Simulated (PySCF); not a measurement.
C2H8FNSi2, SMILES N([Si@H](F)C=C)[SiH3]. Atoms are numbered in the order given.

```xyz
14

C      2.0754    -0.1066     1.2152
C      1.8335     0.3154    -0.0340
Si     0.1777     0.9558    -0.5878
F      0.0158     0.5088    -2.1526
N     -1.0847     0.3101     0.3961
Si    -1.3804    -1.3552     0.8563
H      1.2940    -0.1083     1.9837
H      3.0602    -0.4697     1.5301
H      2.6580     0.2971    -0.7592
H      0.0563     2.4361    -0.5713
H     -1.8328     0.9646     0.6161
H     -1.1341    -1.5916     2.3113
H     -0.4662    -2.2240     0.0694
H     -2.8006    -1.7158     0.5746
```
Charge 0, spin multiplicity 1.

Coordinates come from a B3LYP-D3(BJ)/def2-SVP optimisation. The structure was generated by enumeration; whether it is a known compound was not checked. The values are those of a single conformer.

All values below come from M06-2X/def2-TZVP run with PySCF.

Gas-phase values at a fixed geometry.

| Quantity | Value |
|---|---|
| total energy | -814.68750 hartree |
| highest occupied level | -9.27 eV |
| lowest empty level | -0.01 eV |
| orbital gap | 9.26 eV |
| dipole moment | 2.00 D |
| quadrupole, principal values (traceless, Buckingham form, about the centre of nuclear charge) | -6.88, -1.40, 8.28 D·Å |
| mean static polarisability | 77.6 bohr³ (11.50 Å³) |
| polarisability, principal values | 64.7, 82.6, 85.6 bohr³ |
